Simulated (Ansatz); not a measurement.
Ansatz (a quantum-chemistry and plane-wave program) input (B3LYP/6-31G* with LANL2DZ past Ar): The .json file joins the Basis Set Exchange's 6-31G* for atoms up to Ar and LANL2DZ past it.

Ansatz 0.2 input:
```yaml
crystal:
  periodic: [false, false, false]
  atoms:
    - {symbol: As, position_ang: [0.00000000, -0.00000000, -0.00000000]}
    - {symbol: H, position_ang: [-0.86089794, -1.11813083, -0.48230707]}
    - {symbol: H, position_ang: [-0.54108335, 1.29598678, -0.50162634]}
    - {symbol: H, position_ang: [1.38969123, -0.18816144, -0.50728243]}
    - {symbol: H, position_ang: [0.01229005, 0.01030549, 1.49121583]}
basis:
  gaussian:
    orbitals: 6-31Gs+LANL2DZ.json
hamiltonian:
  xc: {name: B3LYP}
total_charge: 1
relax: {f_tol: 0.003, max_steps: 120}
```

**Question.** Predict the final energy.

**Answer.** -8.18515 Eh.
